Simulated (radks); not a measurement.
Effect of the nuclear size on neutral rhenium, [Xe] 4f14 5d5 6s2. Calculated with a radial shooting solver on a logarithmic mesh with Libxc functionals: Dirac Kohn-Sham, PBE, spin-unpolarised, spherical densities, finite nucleus; open shells fill j = l - 1/2 first; Fermi nuclear charge, rms radius 5.3698 fm. The rms radius is varied about that value; shifts are against it.

| rms radius (fm) | total energy shift (eV) | density at nucleus (e/bohr^3) | 1s1/2 shift (meV) | 2s1/2 shift (meV) | 5s1/2 shift (meV) | 5p1/2 shift (meV) | 6s1/2 shift (meV) | 5d5/2 shift (meV) | 6p1/2 (empty) shift (meV) |
|---|---|---|---|---|---|---|---|---|---|
| 4.3495 | -22.7 | 1.668e+06 | -9190 | -1310 | -12.3 | 0.692 | -0.834 | 0.753 | 0.270 |
| 5.0852 | -6.65 | 1.577e+06 | -2690 | -382 | -3.59 | 0.202 | -0.244 | 0.220 | 0.079 |
| 5.3698 | 0 | 1.547e+06 | 0.000 | 0.000 | 0.000 | 0.000 | 0.000 | 0.000 | 0.000 |
| 5.7135 | 8.33 | 1.513e+06 | 3370 | 479 | 4.50 | -0.253 | 0.306 | -0.276 | -0.099 |
| 5.9658 | 14.7 | 1.49e+06 | 5930 | 843 | 7.91 | -0.445 | 0.538 | -0.486 | -0.174 |

Slopes of the eigenvalues against <r^2> in GHz/fm^2, as finite differences over the two radii next to the reference (eigenvalue slopes, not the field-shift constants of lines): 1s1/2 216000, 2s1/2 30700, 5s1/2 288, 5p1/2 -16.2, 6s1/2 19.6, 5d5/2 -17.7, 6p1/2 (empty) -6.35.
